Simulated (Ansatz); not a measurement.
Geometry optimisation, Ansatz 0.2.0, RKS PBE-D4/def2-SVP.

The input (input.yaml):

```yaml
crystal:
  periodic: [false, false, false]
  atoms:
    - { symbol: Ge, position_ang: [0.0, 0.0, 0.0] }
    - { symbol: H, position_ang: [0.9237, 0.0, 1.4863] }
    - { symbol: O, position_ang: [1.9022, 0.0, 0.5126] }
    - { symbol: H, position_ang: [2.2186, -0.9521, 0.3959] }
    - { symbol: F, position_ang: [-0.7913, 1.3709, -0.5594] }
    - { symbol: F, position_ang: [-0.7913, -1.3709, -0.5594] }
basis:
  gaussian: { orbitals: def2-SVP }
hamiltonian:
  xc: pbe
  dispersion: d4
relax:
  f_tol: 0.15
  max_steps: 25
  restrain:
    - { distance: [1, 2], at: 2.21, k: 30.0 }
    - { distance: [0, 1], at: 1.55, k: 30.0 }
    - { distance: [0, 2], at: 1.77, k: 30.0 }
```

Run as:

```bash
$ ansatz run input.yaml --threads 2 --pin off --max-ram 3072MiB --backend cpu --events-out ev --progress --plain --runs-dir out
```

Q: Where does it end, and by what steps?

A: The run converged. The restraints hold the end off the free minimum. After 9 steps the energy has fallen by 3.028 eV (the restraints' own energy left out); H2 moved furthest, 0.88 Å.

```csv
step,energy less start (eV),largest force component (eV/Å),accepted
0,0.0000,5.057,yes
1,-1.1151,2.987,yes
2,-1.9782,1.816,yes
3,-2.6488,1.400,yes
4,-2.7064,1.350,yes
5,-2.7565,1.335,yes
6,-2.7885,1.826,yes
7,-2.9406,1.161,yes
8,-3.0180,1.170,yes
9,-3.0276,1.086,yes
```

```xyz
6
Properties=species:S:1:pos:R:3
Ge 0.136 -0.066 0.335
H 0.137 0.137 1.849
O 1.867 -0.332 0.479
H 2.367 -0.541 -0.336
F -0.311 1.261 -0.703
F -0.735 -1.411 -0.348
```

Time of the run: 13 s on 2 threads of Arm Neoverse V1, with other jobs on the host, peak memory 0.12 GiB.
